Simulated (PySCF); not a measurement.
CH₄Se₂, SMILES [Se]([SeH])C. Coordinates come from a PBE-D3(BJ)/def2-SVP optimisation. Other conformers were not sampled.

Calculation: PBE-D3(BJ)/def2-SVP (PySCF 2.14.0).

Harmonic wavenumbers (cm⁻¹): 129, 166, 274, 280, 568, 705, 864, 873, 1233, 1373, 1393, 2288, 2982, 3096, 3117. Rotational constants (GHz): 9.953, 1.893, 1.630; symmetry number 1.

Question: Work out the zero-point energy and the ideal-gas rigid-rotor harmonic-oscillator thermochemistry at 298.15 K and 1 atm.

Answer: ZPE = ½ Σ hcν = ½ × 19342 cm⁻¹ = 27.65 kcal/mol. H − E(el) = 31.68 kcal/mol. Entropy in cal/(mol K): translation 41.37, rotation 26.75, vibration 9.74, total 77.86. G − E(el) = 8.46 kcal/mol. Cp = 18.61 cal/(mol K). Modes under 150 cm⁻¹ make the vibrational entropy uncertain.
